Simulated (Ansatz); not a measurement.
Reaction (redistribution): `O[Si](F)(Cl)[TeH]` + `[SiH3]C1(Cl)CC1` → `ClC1([TeH])CC1` + `O[Si](F)([SiH3])Cl`

Gas-phase electronic energies from Ansatz, PBE0-D4/def2-TZVP geometries. CBS: MP2 limit from def2 TZ/QZ plus the TZ coupled-cluster correction, frozen cores. DFT in def2-TZVPP. Elements past krypton have def2 core potentials. For Te outer-core shells are correlated without core-valence functions, which leaves a few kJ/mol of doubt a bond. Each species was taken in one conformer, which may not be the lowest.

```tsv
level	ΔE (kJ/mol)
r2SCAN0-D4	100.7
HF/def2-TZVPP	102.7
```

What does CCSD(T)/CBS give? (Estimate.)

Ansatz gave: +92.4 kJ/mol. The listed levels differ from it by 8.3, 10.3 kJ/mol.

Largest T1 diagnostic among the species: 0.012.

From BLYP to BHLYP (50 % exact exchange), in def2-TZVPP and without D4, ΔE moves by +13.7 kJ/mol. Leaving LDA and LC-ωPBE aside and taking each functional with its dispersion term where it has one, the values, not all of them listed here, spread over 15.9 kJ/mol, from BLYP-D4 to r2SCAN0-D4. LDA lies +4.1 kJ/mol from PBE without D4. In def2-TZVPP, CCSD(T) changes the Hartree–Fock value by −13.3 kJ/mol (the triples alone add −1.8 kJ/mol) and MP2 by −7.1 kJ/mol.
